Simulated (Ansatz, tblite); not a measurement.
Cost and result up the ladder for Si(OH)2Me2 (C₂H₈O₂Si) (13 atoms). The state is a singlet with charge 0. Geometry: PBE-D4/def2-SVP.

```xyz
13

Si   -0.196   -0.015    0.293
O    -0.155    1.134    1.530
H     0.138    0.780    2.388
O    -1.298   -1.245    0.645
H    -2.218   -0.938    0.728
C     1.444   -0.904    0.105
H     1.687   -1.495    1.012
H     2.269   -0.183   -0.069
H     1.415   -1.608   -0.752
C    -0.694    0.961   -1.229
H     0.076    1.719   -1.480
H    -1.649    1.500   -1.064
H    -0.821    0.293   -2.105
```

Ansatz on 2 threads of AMD EPYC 7R13 on a shared host; xTB runs through tblite on one thread. Times are rough, summed over both states, and most runs start from the orbitals of an earlier one. PBE0-D4/def2-TZVP serves as the yardstick here, not as an exact answer. The other state is a doublet.

The xTB rows come from tblite.

Raw xTB energies of ions are shifted by several eV.

```tsv
level	functions	wall time	vertical IE (eV)	difference from PBE0-D4/def2-TZVP (eV)
GFN2-xTB	33	0.013 s	13.80	3.46
GFN1-xTB	41	0.028 s	14.28	3.95
PBE-D4/def2-TZVP	209	8.2 s	9.82	-0.51
PBE0-D4/def2-TZVP (with forces)	209	15 s	10.33	0.00
BHLYP-D4/def2-TZVP	209	16 s	10.70	0.36
```
